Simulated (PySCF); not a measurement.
All of these have the formula C4H4F3N3. The calculation used TDDFT B3LYP/def2-SVPD, vertical, gas phase, core orbitals frozen in the response (PySCF). Geometries: GFN2-xTB; one conformer of each isolated species. Triplets are in the Tamm–Dancoff approximation.

A. `Cn1ncc(C(F)(F)F)n1`
B. `Cn1cc(C(F)(F)F)nn1`
C. `Cn1nncc1C(F)(F)F`

Lowest singlet levels (six at most, fewer where fewer were computed) with oscillator strengths:

1. 222 nm (f 0.003); 194 nm (f 0.007); 187 nm (f 0.084); 177 nm (f 0.007); 173 nm (f 0.017); 171 nm (f 0.012); T1 4.78 eV
2. 236 nm (f 0.003); 190 nm (f 0.136); 186 nm (f 0.008); 180 nm (f 0.076); 176 nm (f 0.001); 170 nm (f 0.005); T1 4.57 eV
3. 201 nm (f 0.000); 191 nm (f 0.173); 172 nm (f 0.013); 171 nm (f 0.014); 166 nm (f 0.000); 162 nm (f 0.030); T1 4.96 eV

Question: Which spectrum belongs to which structure?

Answer: 1 = B, 2 = C, 3 = A.
- A: S1 at 6.15 eV, HOMO-1→LUMO (99%); Löwdin shares by element: HOMO carbon 53% or more, nitrogen 24% or more (atoms not listed hold the other 23%); LUMO nitrogen 69%, carbon 13% or more (atoms not listed hold the other 18%); HOMO -8.20 and LUMO -1.14 eV.
- B: S1 at 5.59 eV, HOMO→LUMO (99%); Löwdin shares by element: HOMO nitrogen 85%, carbon 10% or more; LUMO nitrogen 40% or more, carbon 35% or more (atoms not listed hold the other 25%); HOMO -7.94 and LUMO -1.05 eV.
- C: S1 at 5.26 eV, HOMO→LUMO (99%); Löwdin shares by element: HOMO nitrogen 85%, carbon 10% or more; LUMO nitrogen 42% or more, carbon 29% or more (atoms not listed hold the other 30%); HOMO -7.85 and LUMO -1.30 eV; point group Cs.
